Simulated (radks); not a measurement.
The numbers below are computed, except where a source is named.
Ionisation of the cerium ion Ce3+, [Xe] 4f1, to Ce4+, [Xe], under several functionals. Scalar-relativistic Kohn-Sham, spin-polarised, spherical densities, point nucleus; open shells are filled with parallel spins first (spin-orbit coupling, left out, can overturn this in heavy ions); a radial shooting solver on a logarithmic mesh with Libxc functionals. Known Delta-SCF values: PW91 38.041 eV; BLYP 37.749 eV; SOGGA 37.878 eV. What does LDA (Slater exchange, Perdew-Wang correlation) give, and what is its highest occupied eigenvalue?

Answer. 38.289 eV by Delta-SCF; the 4f eigenvalue is -29.293 eV. NIST: 36.91 eV (semi-empirical).
